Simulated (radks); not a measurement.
The numbers below are computed, except where a source is named.
Ni13+, 15 electrons, occupied as [Ne] 3s2 3p3 (the NIST ground configuration). Code: a radial shooting solver on a logarithmic mesh with Libxc functionals. Model: Dirac Kohn-Sham, PBE, spin-unpolarised, spherical densities, point nucleus; open shells are shared between the two j in proportion to 2j + 1.

Spin-orbit splittings of the eigenvalues, e(l+1/2) - e(l-1/2), with zeta = 2 splitting/(2l+1) and mean radii in bohr:

| shell | occ. | splitting (eV) | zeta (eV) | <r> j=l-1/2 | <r> j=l+1/2 |
|---|---|---|---|---|---|
| 2p | 6 | ? | ? | 0.2113 | 0.2144 |
| 3p | 3 | 3.402 | 2.268 | 0.6347 | 0.6400 |

Estimate the 2p splitting.

Answer. 17.71 eV (zeta = 11.81 eV).
